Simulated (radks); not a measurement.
The numbers below are computed, except where a source is named.
Coulomb parameter of the 5d shell of neutral iridium in the model configuration [Xe] 4f14 5d8 6s1, as a second difference U = [E(n + 0.5) + E(n - 0.5) - 2 E(n)] / (0.5)^2 with all orbitals relaxed. "Bare": the charge of the atom changes with n. "Screened": the 6s shell takes up the change at fixed total charge, which measures U(5d,5d) + U(6s,6s) - 2 U(5d,6s). Code: a radial shooting solver on a logarithmic mesh with Libxc functionals. Model: scalar-relativistic Kohn-Sham, BLYP, spin-unpolarised, spherical densities, finite nucleus; Fermi nuclear charge, rms radius 5.4032 fm.

case                   configuration  E - E(n) (eV)
start              [Xe] 4f14 5d8 6s1          0.000
bare +0.5        [Xe] 4f14 5d8.5 6s1         -1.599
bare -0.5        [Xe] 4f14 5d7.5 6s1          3.810
screened +0.5  [Xe] 4f14 5d8.5 6s0.5          0.214
screened -0.5  [Xe] 4f14 5d7.5 6s1.5          0.006

U(bare) = 8.845 eV, U(screened by 6s) = 0.882 eV, against the Slater integral F0(5d,5d) = 13.878 eV with frozen orbitals. The step up makes a negative ion, whose loosely bound charge lowers the bare value.
